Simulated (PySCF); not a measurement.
Computed shifts of a molecule C₄H₈OSi, PBE/pcSseg-1 run with PySCF, GIAO, gas phase, equivalent atoms averaged, in ppm (number of nuclei): ¹³C: 170.1 (1), 109.4 (1), 86.5 (1), 19.7 (1). ²⁹Si: -67.9 (1). ¹H: 5.94 (1), 5.81 (1), 4.25 (3), 2.25 (3). References: ¹³C against TMS (σ = 182.0 ppm); ²⁹Si against TMS (σ = 335.4 ppm); ¹⁷O against H2O (σ = 334.3 ppm); ¹H against TMS (σ = 31.49 ppm), references at their B3LYP-D3(BJ)/def2-TZVP geometries, non-relativistic. Geometry: B3LYP-D3(BJ)/def2-SVP. Other conformers were not sampled.

### Question
Pick the molecule that these values belong to.
A. C#CCO[SiH2]C
B. C=C1CC[SiH2]O1
C. C[Si@]1(O)C=CC1
D. CC1=C[C@H]([SiH3])O1

### Answer
D, CC1=C[C@H]([SiH3])O1
